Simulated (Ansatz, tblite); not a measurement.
Removing an electron: InH2Et (C₂H₇In). Total charge 0; singlet. Geometry: PBE-D4/def2-SVP. Ansatz, gas phase; energy differences of separate SCF runs; the oxidised species was run as a doublet alone.

```csv
atom,x (Å),y (Å),z (Å)
In1,-0.723,-0.304,-1.632
H2,-0.526,-1.910,-2.314
H3,-2.050,0.695,-2.201
C4,0.629,0.410,-0.045
C5,0.175,-0.020,1.357
H6,0.684,1.516,-0.121
H7,1.642,0.015,-0.268
H8,0.872,0.344,2.144
H9,-0.829,0.378,1.616
H10,0.126,-1.124,1.465
```

In the def2 sets In takes a core potential; there is no spin–orbit coupling. The xTB rows come from tblite.

```tsv
level	−HOMO (eV)	vertical IE (eV)	−LUMO (eV)	HOMO–LUMO gap (eV)
GFN2-xTB	10.43	13.24	6.53	3.89
PBE-D4/def2-TZVP	5.94	8.87	2.34	3.60
PBE0-D4/def2-TZVP	7.04	9.00	1.61	5.43
```

Estimate the rows for GFN1-xTB, r2SCAN-D4/def2-TZVP.


```
              level  −HOMO (eV)  vertical IE (eV)  −LUMO (eV)  HOMO–LUMO gap (eV)
           GFN1-xTB       10.53             13.36        4.86                5.67
r2SCAN-D4/def2-TZVP        6.14              8.86        2.04                4.10
```

 Raw xTB energy differences between charge states are shifted by several eV; the methods need an empirical correction for them.
